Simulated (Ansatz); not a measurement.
Basis-set extrapolation for C3H7BSi (PBE0-D4/def2-TZVP geometry, frozen core, Ansatz). Multiplicity 1, RHF reference.

|  | def2-TZVPP | def2-QZVPP |
| --- | --- | --- |
| HF | -431.246033 | -431.261002 |
| MP2 correlation | -0.717110 | -0.761821 |
| CCSD(T) correlation | -0.804519 | not run |

Energies in hartree. Use E(X) = E(∞) + A·exp(−7.88·√X) for Hartree–Fock and E(X) = E(∞) + B·X^(−2.97) for correlation, with X = 3 and 4, and add CCSD(T) minus MP2 of the smaller set to the MP2 limit.

Q: What is the CCSD(T) energy at the basis-set limit?

A: HF limit: -431.261002 + (-0.014969) × 0.13774 = -431.26306. MP2 limit: -0.761821 + (-0.044711) × 0.74074 = -0.79494. Higher-order term: -0.804519 − (-0.717110) = -0.08741. Total: -432.14541 hartree, 59.5 kcal/mol below CCSD(T)/def2-TZVPP.
